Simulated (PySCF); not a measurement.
Stretching CaSi

Set-up: basis Ca x2c-TZVPPall, Si x2c-TZVPPall; spin-free X2C with a Gaussian nucleus; PySCF 2.14. Energies in eV from Ca + Si in their ground configurations at the same level. State: Ms = 1 determinant of mixed spin (⟨S²⟩ near 2.5), unpaired electrons π ↑↑.

All columns are PBE0. A positive dipole means Ca(−)Si(+).

```csv
R (Å),E (eV),μ (D),Mulliken charge on Ca (basis-dependent),HOMO (eV),LUMO (eV),Mayer bond order,⟨S²⟩
2.396,-1.108,-3.29,0.55,-4.29,-2.04,1.44,2.49
2.507,-1.402,-3.57,0.52,-4.39,-2.08,1.40,2.51
2.619,-1.564,-3.83,0.49,-4.48,-2.15,1.35,2.52
2.702,-1.621,-4.02,0.48,-4.55,-2.20,1.32,2.53
2.786,-1.636,-4.20,0.46,-4.61,-2.25,1.28,2.54
2.870,-1.620,-4.38,0.45,-4.67,-2.30,1.24,2.54
2.981,-1.563,-4.61,0.43,-4.75,-2.37,1.20,2.54
3.120,-1.452,-4.90,0.41,-4.72,-2.46,1.14,2.54
3.288,-1.291,-5.20,0.39,-4.62,-2.55,1.06,2.52
3.510,-1.061,-5.49,0.37,-4.54,-2.66,0.96,2.48
```

A fit through these points gives, at Re = 2.781 Å, μ = -4.19 D and dμ/dR = -2.17 D/Å; the reduced mass is 16.46 u.

How strong is the fundamental in the double-harmonic approximation, I = 42.26·(dμ/dR)²/μred km/mol?

I = 42.26·(-2.17)²/16.46 = 12.1 km/mol at PBE0.

The state was picked by a PBE0 search and need not be the measured ground state.
